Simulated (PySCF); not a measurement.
Radial density of Be⁺ (beryllium, charge +1)

UHF, [He] 2s1, 2S determinant. Computed with PySCF 2.14 in aug-cc-pVDZ (4s3p2d, 23 functions), with the non-relativistic Hamiltonian (point nucleus).

```tsv
r (bohr)	4πr²ρ (e/bohr)	4πr²(ρα − ρβ)
0.00835	0.02855	0.0005
0.0141	0.07754	0.0014
0.0236	0.2025	0.0038
0.0398	0.5051	0.0094
0.0669	1.153	0.0216
0.112	2.286	0.0427
0.189	3.578	0.0639
0.318	3.822	0.0535
0.535	2.197	0.0038
0.900	0.5565	0.0858
1.51	0.4317	0.4122
2.55	0.3772	0.3772
4.28	0.05068	0.0507
7.21	0.0005481	0.0005
12.1	1.240e-05	0.0000
```
